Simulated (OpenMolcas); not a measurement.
# Pt²⁺: effect of the basis set

```yaml
Program: OpenMolcas
Method: CASSCF
Active_space: 8 electrons in 6 orbitals (5d 6s)
State_averaging: 2S+1 = 3 even, 60 roots; 2S+1 = 5 even, 15 roots kept (CI in the orbitals of an earlier block); 2S+1 = 1 even, 55 roots kept (CI in the orbitals of an earlier block)
Spin-orbit_coupling: state interaction with AMFI integrals over the reference wave functions, term energies averaged over their components
```

A. ANO-R1 [7s5p4d2f], X2C, finite nucleus; cost of the order of 80 core-seconds
B. ANO-RCC-VDZP [7s6p4d2f], DKH2, point nucleus; cost about 40 core-seconds
C. ANO-R2 [8s6p5d3f1g], X2C, finite nucleus; cost about 4 core-minutes
D. ANO-RCC-VTZP [8s7p5d3f1g], DKH2, point nucleus; cost about 80 core-seconds
E. ANO-RCC-VQZP [9s8p6d4f2g1h], DKH2, point nucleus; cost roughly 50 core-seconds
F. ANO-R3 [9s7p6d4f2g2h], X2C, finite nucleus; cost about 60 core-seconds

Energies in cm-1 above 5d8 3F4, the measured ground level; measured values from NIST levels as listed in McCann et al., Mon. Not. R. Astron. Soc. 538, 537 (2025).

| Level | A | B | C | D | E | F | Measured |
| --- | --- | --- | --- | --- | --- | --- | --- |
| 5d8 3F4 | 0.0 | 0.0 | 0.0 | 0.0 | 0.0 | 0.0 | 0.0 |
| 5d8 3F3 | 10677 | 10819 | 10165 | 10206 | 10266 | 10334 | 9752 |
| 5d8 3P0 | 19057 | 19091 | 18754 | 18925 | 18850 | 18813 | 14939 |
| 5d8 3P1 | 20538 | 20519 | 19746 | 19964 | 19901 | 19849 | 16782 |
| 5d7 6s 5F5 | 21555 | 18601 | 17987 | 18399 | 18112 | 17557 | 21837 |
| 5d8 1G4 [54 %] | 25039 | 25962 | 25324 | 25532 | 25447 | 25336 |  |
| 5d7 6s 5F3 | 32663 | 29840 | 28702 | 29138 | 28910 | 28424 |  |
| 5d7 6s 5F2 | 34864 | 32119 | 31003 | 31421 | 31210 | 30752 |  |
| 5d7 6s 5F1 [72 %] | 36027 | 33236 | 32178 | 32586 | 32377 | 31910 |  |
| 5d7 6s 3F4(1) [61 %] | 38935 | 35987 | 35705 | 35600 | 35682 | 35280 |  |
| 5d7 6s 5P2 [57 %] | 39549 | 36789 | 36572 | 36849 | 36644 | 36199 |  |
| 5d7 6s 5P3 | 39810 | 36942 | 36289 | 36689 | 36434 | 35927 |  |
| 5d7 6s 5P1 [62 %] | 44332 | 41587 | 40978 | 41298 | 41112 | 40679 |  |
| 5d7 6s 3G5 [66 %] | 44849 | 41981 | 41375 | 41667 | 41489 | 41016 |  |
| 5d7 6s 3F3(1) [60 %] | 46126 | 43174 | 42544 | 42531 | 42591 | 42179 |  |
| 5d7 6s 3H6 | 51374 | 48532 | 47938 | 48232 | 48058 | 47600 |  |
| 5d7 6s 3G3 | 52816 | 50021 | 49106 | 49384 | 49264 | 48838 |  |
| 5d7 6s 3H5 [64 %] | 54847 | 51996 | 51375 | 51585 | 51483 | 51055 |  |
| 5d7 6s 3D3(1) [60 %] | 57539 | 54766 | 53679 | 53887 | 53843 | 53456 |  |
| 5d7 6s 3F2(2) | 64327 | 61523 | 61193 | 61479 | 61295 | 60850 |  |
| 5d7 6s 3F3(2) | 65300 | 62478 | 62174 | 62450 | 62271 | 61823 |  |
| 5d7 6s 1H5 [70 %] | 65959 | 63153 | 62298 | 62343 | 62403 | 62058 |  |
| 5d7 6s 3P0(1) [68 %] | 67082 | 64506 | 63374 | 63480 | 63544 | 63260 |  |
| 5d7 6s 3F4(2) | 70612 | 67868 | 67015 | 67300 | 67186 | 66791 |  |

Deviations, from unrounded energies. A percentage is the sum of absolute deviations over the sum of measured energies, with the sign that they share, or ± where signs differ.

```csv
Against measurement,Levels,A,B,C,D,E,F
mean absolute deviation (cm-1),4,2300,3000,2800,2800,2800,3000
fine structure of the ground term (%),1,+9.5,+10.9,+4.2,+4.7,+5.3,+6.0
other terms of the ground configuration (%),2,+24.8,+24.9,+21.4,+22.6,+22.2,+21.9
other configurations (%),1,-1.3,-14.8,-17.6,-15.7,-17.1,-19.6
```

A lies closest to measurement on these levels and B furthest from it. The largest miss of A in the table is 5d8 3P0, by +4100 cm-1. The ranking rests on the paired levels alone, and a cruder setting can come out closer through cancelling errors.

Among A to F the level of the table that moves most is 5d7 6s 5F3, by 4200 cm-1 (lowest in F, highest in A).

Without dynamic correlation excited terms often stand tens of per cent too high (terms of higher spin than the ground term too low), and those without a measured partner can miss by more than the paired ones. Terms from blocks run as CI alone lack orbitals of their own. A single d shell beside an s shell can misplace configurations of different d count against each other. Measured partners are found by configuration, term and J. A level has none where our copy of the source lacks it or the pairing is in doubt (some pairs that miss far off the trend of their configuration count as doubtful), and it then counts in no deviation. Only configurations of the active space appear. Levels that lie high or do not pair safely by name in every column are left out.

A share in square brackets marks a mixed level and gives the weight of the term that names it, the lowest over the columns. A number in round brackets counts repeated terms of one configuration in the order of the reference energies.
